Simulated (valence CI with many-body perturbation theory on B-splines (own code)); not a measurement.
Mo36+: key properties

Level of theory: relativistic CI+MBPT: four valence electrons over a frozen Dirac-Fock core [He], a basis of 9 s, 9 p, 8 d, 6 f, 3 g, 1 h functions for each j, with the one-electron correlation potential Σ1, the two-electron term Σ2, the three-electron term Σ3, Breit, model QED; selected CI, second order for the rest, scaled by the run's own slope (own B-spline code, finite nucleus).

The last digits are not significant, and no measured levels were compared; by estimate large intervals hold to a few tenths of a per cent, small ones and those within an open d or f shell to about a per cent. Among the levels kept, up to 1000 cm⁻¹ of a level comes from second order outside the variational space, and about a tenth of that is noise between levels of different J, which matters for small intervals.

Levels are named by their leading jj configuration (3d3/2^4 stands for four electrons in 3d with j = 3/2), which in mixed levels can hold well under half, so a name can repeat and another be missing.

Rates and lifetimes use the calculated energies. Strong lines usually hold to 10 to 20 %, long lifetimes can be off by a factor of two.

(1) What is the ground level?

(2) Where does the other parity begin?

(3) How well does LS coupling describe the low levels?

(4) Name the longest-lived excited levels whose lifetime is computed, and their main decay.

(5) What are the static dipole polarisabilities of the lowest levels?

(6) Among levels below 228.45 Ry, which E1 lines absorb most strongly from the ground level?

(7) What is the ionisation energy?

Answers

(1) (2s^2 2p1/2^2) J=0, composition 75 % 2s2.2p2 3P + 25 % 2s2.2p2 1S.

(2) At (2s 2p1/2^2 2p3/2) J=2, 16.89 Ry.

(3) Among the lowest 20 levels the leading LS term, summed over configurations, holds 65 % on average. For single configurations the figures are 65 % in LS and 96 % in jj coupling. Terms mix most in the J = 1 level at 29.91 Ry, where the leading one holds 34 %.

(4) (2s^2 2p1/2 2p3/2) J=2 at 8.51 Ry lives 104 μs, mostly by M1 to (2s^2 2p1/2 2p3/2) J=1; (2s^2 2p1/2 2p3/2) J=1 at 7.61 Ry lives 128 ns, mostly by M1 to (2s^2 2p1/2^2) J=0; (2s^2 2p3/2^2) J=2 at 16.76 Ry lives 66.5 ns, mostly by M1 to (2s^2 2p1/2 2p3/2) J=1.

(5) (2s^2 2p1/2^2) J=0 0.00148; (2s^2 2p1/2 2p3/2) J=1 0.00180 (tensor 9.7e-05) bohr³, of which the core gives 2.71e-06.

(6) to (2s^2 2p1/2 3d3/2) J=1 at 0.4148 nm, f = 1.41; to (2s 2p1/2^2 3p3/2) J=1 at 0.4055 nm, f = 0.404; to (2s 2p1/2^2 2p3/2) J=1 at 4.457 nm, f = 0.129.

(7) 5092.8 eV; NIST lists 5084 ± 6 eV (semi-empirical).
